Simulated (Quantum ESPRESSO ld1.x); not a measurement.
Problem. Coherent X-ray form factor from a spherical all-electron density. Calculated with ld1.x of Quantum ESPRESSO 7.5: Dirac Kohn-Sham, PBE, spin-unpolarised, spherical densities, point nucleus.

| sin(theta)/lambda (1/angstrom) | f0 (electrons) |
|---|---|
| 0.05 | 29.745 |
| 0.1 | 29.014 |
| 0.15 | 27.904 |
| 0.2 | 26.538 |
| 0.25 | 25.035 |
| 0.3 | 23.485 |
| 0.4 | 20.462 |
| 0.5 | 17.688 |
| 0.6 | 15.226 |
| 0.8 | 11.346 |
| 1 | 8.825 |
| 1.25 | 7.051 |
| 1.5 | 6.070 |
| 2 | 4.774 |

The species is in the configuration that NIST lists as its ground one. Which atom or ion scatters so?

Solution. The selenium ion Se4+, [Ar] 3d10 4s2. Extrapolating in s^2 from the first two rows gives f0(0) = 30.0, near the electron count 30; among species with that count, the fall with angle is slower the higher Z, and the table is that of Z = 34; from so few rows the species is fixed only to a neighbour or two.
